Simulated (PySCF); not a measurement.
C2H6AlF (SMILES [CH3][Al]([CH3])[F]), singlet, at a GFN2-xTB geometry (such geometries of metal compounds can be far from the true shape); TPSS/pcseg-1 (PySCF).

Here is a job for PySCF.
```python
from pyscf import gto, scf, dft

mol = gto.Mole()
mol.atom = '''
    Al   -0.01873622    0.01128456   -0.01949987
    C     1.82868265   -0.13941676   -0.74158589
    H     2.23712794   -1.14909666   -0.65766910
    H     2.53495403    0.51967783   -0.23045799
    H     1.84292245    0.13399660   -1.80155726
    C    -0.74425394   -0.52313267    1.75297945
    H    -1.55785866   -1.24709688    1.64474875
    H    -1.17283915    0.33536843    2.27920618
    H     0.00348516   -0.96852525    2.41114294
    F    -1.12786591    0.68936370   -1.05114186
'''
mol.basis = 'pcseg-1'
mol.verbose = 4
mol.symmetry = True
mol.build()

mf = dft.RKS(mol)
mf.xc = 'tpss'
mf.kernel()
mf.analyze()
```

It wrote (shortened):

```
PySCF version 2.14.0

[INPUT] verbose = 4
[INPUT] num. atoms = 10
[INPUT] num. electrons = 40
[INPUT] charge = 0
[INPUT] spin (= nelec alpha-beta = 2S) = 0
[INPUT] symmetry True subgroup None
[INPUT] Mole.unit = angstrom
[INPUT] Symbol           X                Y                Z      unit          X                Y                Z       unit  Magmom
[INPUT]  1 Al    -0.018736220000   0.011284560000  -0.019499870000 AA   -0.035406324410   0.021324727836  -0.036849413765 Bohr   0.0
[INPUT]  2 C      1.828682650000  -0.139416760000  -0.741585890000 AA    3.455709377244  -0.263459493574  -1.401394229942 Bohr   0.0
[INPUT]  3 H      2.237127940000  -1.149096660000  -0.657669100000 AA    4.227559112212  -2.171477978052  -1.242814479589 Bohr   0.0
[INPUT]  4 H      2.534954030000   0.519677830000  -0.230457990000 AA    4.790368855062   0.982048771708  -0.435502484318 Bohr   0.0
[INPUT]  5 H      1.842922450000   0.133996600000  -1.801557260000 AA    3.482618699312   0.253216875623  -3.404449819122 Bohr   0.0
[INPUT]  6 C     -0.744253940000  -0.523132670000   1.752979450000 AA   -1.406436113728  -0.988577473112   3.312651062491 Bohr   0.0
[INPUT]  7 H     -1.557858660000  -1.247096880000   1.644748750000 AA   -2.943926208182  -2.356671554000   3.108124681221 Bohr   0.0
[INPUT]  8 H     -1.172839150000   0.335368430000   2.279206180000 AA   -2.216344781668   0.633754483525   4.307075461616 Bohr   0.0
[INPUT]  9 H      0.003485160000  -0.968525250000   2.411142940000 AA    0.006585997900  -1.830247467226   4.556399803779 Bohr   0.0
[INPUT] 10 F     -1.127865910000   0.689363700000  -1.051141860000 AA   -2.131357675133   1.302708593217  -1.986370233466 Bohr   0.0

nuclear repulsion = 151.515528601868
point group symmetry = C1
symmetry origin: [0. 0. 0.]
symmetry axis x: [1. 0. 0.]
symmetry axis y: [0. 1. 0.]
symmetry axis z: [0. 0. 1.]
num. orbitals of irrep A = 90
number of shells = 24
number of NR pGTOs = 161
number of NR cGTOs = 90
basis = pcseg-1
ecp = {}

******** <class 'pyscf.dft.rks.RKS'> ********
method = RKS
initial guess = minao
damping factor = 0
level_shift factor = 0
DIIS = <class 'pyscf.scf.diis.CDIIS'>
diis_start_cycle = 1
diis_space = 8
diis_damp = 0
SCF conv_tol = 1e-09
SCF conv_tol_grad = None
SCF max_cycles = 50
direct_scf = True
direct_scf_tol = 1e-13
XC library pyscf.dft.libxc version 7.1.2
    S. Lehtola, C. Steigemann, M. J. T. Oliveira, and M. A. L. Marques,  SoftwareX 7, 1–5 (2018)
XC functionals = tpss
    J. Tao, J. P. Perdew, V. N. Staroverov, and G. E. Scuseria,  Phys. Rev. Lett. 91, 146401 (2003)
    J. P. Perdew, J. Tao, V. N. Staroverov, and G. E. Scuseria,  J. Chem. Phys. 120, 6898 (2004)
    J. Tao, J. P. Perdew, V. N. Staroverov, and G. E. Scuseria,  Phys. Rev. Lett. 91, 146401 (2003)
    J. P. Perdew, J. Tao, V. N. Staroverov, and G. E. Scuseria,  J. Chem. Phys. 120, 6898 (2004)
radial grids:
    Treutler-Ahlrichs [JCP 102, 346 (1995); DOI:10.1063/1.469408] (M4) radial grids

becke partition: Becke, JCP 88, 2547 (1988); DOI:10.1063/1.454033
pruning grids: <function nwchem_prune>
grids dens level: 3
symmetrized grids: True
atomic radii adjust function: <function treutler_atomic_radii_adjust>
small_rho_cutoff = 0
Set gradient conv threshold to 3.16228e-05
Initial guess from minao.
tot grids = 120528
init E= -421.989934063548
  HOMO = -0.338749481430872  LUMO = -0.0719222367488022  gap/eV = 7.26074
cycle= 1 E= -422.038952447833  delta_E= -0.049  |g|= 0.786  |ddm|= 2.95
  HOMO = -0.154293742869898  LUMO = -0.0150193413974837  gap/eV = 3.78985
cycle= 2 E= -421.744930151302  delta_E= 0.294  |g|= 1.47  |ddm|= 1.83
  HOMO = -0.235180682312427  LUMO = -0.0396933090386411  gap/eV = 5.31948
cycle= 3 E= -422.16733375429  delta_E= -0.422  |g|= 0.241  |ddm|= 1.21
  HOMO = -0.254029292262965  LUMO = -0.04072203756385  gap/eV = 5.80439
cycle= 4 E= -422.180113430839  delta_E= -0.0128  |g|= 0.0317  |ddm|= 0.221
  HOMO = -0.250268670105233  LUMO = -0.039907621258227  gap/eV = 5.72422
cycle= 5 E= -422.180348891713  delta_E= -0.000235  |g|= 0.0047  |ddm|= 0.0299
  HOMO = -0.250666348354376  LUMO = -0.0404746850615911  gap/eV = 5.71961
cycle= 6 E= -422.180352942738  delta_E= -4.05e-06  |g|= 0.00107  |ddm|= 0.0057
  HOMO = -0.250580693216822  LUMO = -0.0403787572879675  gap/eV = 5.71989
cycle= 7 E= -422.180353282048  delta_E= -3.39e-07  |g|= 0.00011  |ddm|= 0.00177
  HOMO = -0.250596585735174  LUMO = -0.0403850478052186  gap/eV = 5.72015
cycle= 8 E= -422.180353285057  delta_E= -3.01e-09  |g|= 2.66e-05  |ddm|= 0.000118
  HOMO = -0.250597205393185  LUMO = -0.0403853132759946  gap/eV = 5.72016
cycle= 9 E= -422.18035328518  delta_E= -1.23e-10  |g|= 1.65e-05  |ddm|= 4.27e-05
  HOMO = -0.250597244940018  LUMO = -0.0403853694585159  gap/eV = 5.72016
Extra cycle  E= -422.180353285025  delta_E= 1.55e-10  |g|= 2.83e-05  |ddm|= 4.51e-05
converged SCF energy = -422.180353285025
**** SCF Summaries ****
Total Energy =                        -422.180353285024808
Nuclear Repulsion Energy =             151.515528601867544
One-electron Energy =                 -884.498440568563637
Two-electron Energy =                  310.802558681671258
Two-electron Coulomb Energy =          353.112686675938335
DFT Exchange-Correlation Energy =      -42.310127994267070
HOMO-LUMO gap [eV] =                     5.720156489715327
**** MO energy ****
MO #1   energy= -55.6191991477465  occ= 2
MO #2   energy= -24.3541279712633  occ= 2
MO #3   energy= -9.96958160458647  occ= 2
MO #4   energy= -9.96943196067569  occ= 2
MO #5   energy= -3.99210705417399  occ= 2
MO #6   energy= -2.56940083595692  occ= 2
MO #7   energy= -2.56287523102085  occ= 2
MO #8   energy= -2.55841736576871  occ= 2
MO #9   energy= -1.06048623723556  occ= 2
MO #10  energy= -0.635384457344772 occ= 2
MO #11  energy= -0.628983482230257 occ= 2
MO #12  energy= -0.395896709776695 occ= 2
MO #13  energy= -0.363523752654907 occ= 2
MO #14  energy= -0.362051744780751 occ= 2
MO #15  energy= -0.361385782384443 occ= 2
MO #16  energy= -0.357214374762644 occ= 2
MO #17  energy= -0.338998009788546 occ= 2
MO #18  energy= -0.333763231537587 occ= 2
MO #19  energy= -0.30710232485241  occ= 2
MO #20  energy= -0.250597244940018 occ= 2
MO #21  energy= -0.0403853694585159 occ= 0
MO #22  energy= -0.0167767433680637 occ= 0
MO #23  energy= 0.0364399525471666 occ= 0
MO #24  energy= 0.0475956716296171 occ= 0
MO #25  energy= 0.0838477226673144 occ= 0
MO #26  energy= 0.0937385835163336 occ= 0
MO #27  energy= 0.0994747019355542 occ= 0
MO #28  energy= 0.10232765246924   occ= 0
 ** Mulliken pop on meta-lowdin orthogonal AOs  **
 ** Mulliken pop  **
 ** Mulliken atomic charges  **
charge of    0Al =      1.01260
charge of    1C =     -0.58341
charge of    2H =      0.10913
charge of    3H =      0.11030
charge of    4H =      0.11232
charge of    5C =     -0.58316
charge of    6H =      0.11236
charge of    7H =      0.11240
charge of    8H =      0.10646
charge of    9F =     -0.50899
Dipole moment(X, Y, Z, Debye):  1.28480, -0.77983,  1.19104
```
